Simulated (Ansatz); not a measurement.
Calculated with Ansatz (gas phase, PBE0-D4/def2-TZVP geometries, no zero-point term in ΔE). CCSD(T)/CBS adds triple-zeta CCSD(T) − MP2 to the extrapolated MP2 energy (def2 sets, frozen cores). This one scheme is used for every species. DFT in def2-TZVPP. For Ga, Se outer-core shells are correlated without core-valence functions, which leaves a few kJ/mol of doubt a bond. Scalar relativity is left out up to krypton. One conformer a species, not always the lowest.

Consider the formal exchange of groups at a Ga–C bond: `C[CH2][GaH][SeH]` + `FCCCl` → `[F][GaH][SeH]` + `CCCCCl`.

| level | ΔE (kcal/mol) |
| --- | --- |
| ωB97M-V | -35.7 |
| HF/def2-QZVPP | -38.0 |

Question: What does CCSD(T)/CBS give? (Estimate.)

Answer: Ansatz gave: -35.5 kcal/mol. The listed levels differ from it by -0.2, -2.5 kcal/mol.

Largest T1 diagnostic among the species: 0.012.
